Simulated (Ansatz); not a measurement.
C2H7ClOSi can be A, `CC(Cl)[SiH2]O`, or B, `OC(Cl)C[SiH3]`.

Program: Ansatz. Geometries: PBE0-D4/def2-TZVP. ΔE: electronic, gas phase. CBS: MP2 limit from def2 TZ/QZ plus the TZ coupled-cluster correction, frozen cores. Functionals use def2-TZVPP. Each species was taken in one conformer, which may not be the lowest.

A:

```xyz
12

C    -0.426    1.028    1.268
C    -0.429   -0.244    0.452
Cl   -2.005   -0.431   -0.417
Si    0.890   -0.317   -0.897
O     0.735   -1.676   -1.803
H    -1.242    1.040    1.993
H    -0.524    1.909    0.629
H     0.518    1.108    1.817
H    -0.362   -1.121    1.100
H     2.238   -0.383   -0.280
H     0.747    0.928   -1.698
H    -0.140   -1.840   -2.164
```

B:

Z-matrix (Å, degrees):
```
C
Cl 1 1.831
C 1 1.503 2 109.9
O 1 1.376 2 110.4 3 120.9
H 1 1.094 2 102.7 3 -119.3
Si 3 1.885 1 115.1 2 -56.8
H 3 1.096 1 107.3 2 -177.9
H 3 1.094 1 108.7 2 66.7
H 4 0.963 1 109.2 2 62.3
H 6 1.488 3 109.6 1 -41.9
H 6 1.487 3 108.2 1 -160.2
H 6 1.482 3 112.0 1 79.8
```

(1) Which is lower in electronic energy at CCSD(T)/CBS, and by how much? (Estimate.)

(2) Give E(B) − E(A) in kJ/mol with PBE0-D4, HF/def2-TZVPP, CCSD/def2-TZVPP, B2PLYP, LDA (SPW92), CCSD(T)/def2-TZVPP, PBE-D4. (Best estimate.)

(3) Does the order hold for the free energy at 298.15 K (harmonic terms from PBE0-D4)? (An estimate is asked.)

Largest T1 diagnostic: 0.011.

Results:

(1) The calculation gave: A, by 156.3 kJ/mol.

(2) The calculation gave: PBE0-D4 144.4, HF/def2-TZVPP 159.1, CCSD/def2-TZVPP 154.5, B2PLYP 154.5, LDA (SPW92) 133.3, CCSD(T)/def2-TZVPP 152.2, PBE-D4 138.3. None reverses the order clearly.

(3) Computed: Yes: G(B) − G(A) = +152.1 kJ/mol, for one conformer each.

At CCSD(T), def2-SVP lies −31.7 kJ/mol from the extrapolated value and def2-TZVPP −4.0 kJ/mol. Leaving LDA and LC-ωPBE aside and taking each functional with its dispersion term where it has one, the values, not all of them listed here, spread over 19.7 kJ/mol, from revPBE-D4 to BHLYP-D4. LDA lies −4.7 kJ/mol from PBE without D4.
